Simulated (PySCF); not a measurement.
Species: C₄H₁₂Si.
Z-matrix (Å and degrees, PBE0-D3(BJ)/def2-SVP geometry), rows numbered from 1:
```
C 
Si  1  1.8844
C   2  1.8846  1  109.42
C   2  1.8841  1  109.57  3   120.07
C   2  1.8844  1  109.46  3  -119.89
H   1  1.1015  2  111.35  3   -59.90
H   1  1.1018  2  111.09  3   179.85
H   1  1.1019  2  110.91  3    60.11
H   3  1.1016  2  111.27  1   179.91
H   3  1.1018  2  111.11  1    59.74
H   3  1.1019  2  111.01  1   -60.09
H   4  1.1018  2  111.21  1   -59.98
H   4  1.1018  2  111.22  1    60.07
H   4  1.1018  2  111.13  1  -179.94
H   5  1.1018  2  111.26  1   -60.10
H   5  1.1019  2  111.19  1    59.99
H   5  1.1019  2  111.08  1   179.92
```

The calculation used PySCF, PBE0-D3(BJ)/def2-SVP geometry optimisation, gas phase.

Masses are those of the commonest isotopes; rigid-rotor values at the optimised geometry. 

Question: Give the principal moments of inertia and the rotational constants in MHz.

Answer: Ia = 164.02, Ib = 164.17, Ic = 164.19 u·Å²; 505379 MHz·u·Å²/I gives A = 3081, B = 3078, C = 3078 MHz.

Question: What kind of rotor is it?

Answer: A spherical top, as the point group Td requires three equal moments; the computed ones differ by 0.10 % because the geometry is symmetric only within the optimiser's tolerance.

The point group Td allows no dipole (computed: 0.00 D), so a rigid rotor has no electric-dipole lines.

Question: Estimate the classical rotational partition function at 25 K, 50 K and 100 K.

Answer: Point group Td, symmetry number σ = 12; q = (√π/σ)·√((kT/h)³/(ABC)), k/h = 20836.6 MHz/K: 325 at 25 K, 919 at 50 K, 2600 at 100 K.

No frequency check. Constants of a rigid frame at the computed geometry: no zero-point averaging, no centrifugal distortion.

The run took 54 s wall on one thread of an Arm Neoverse V2, no GPU, on a shared host, and the process peaked at 0.64 GiB of memory. This is the geometry optimisation.
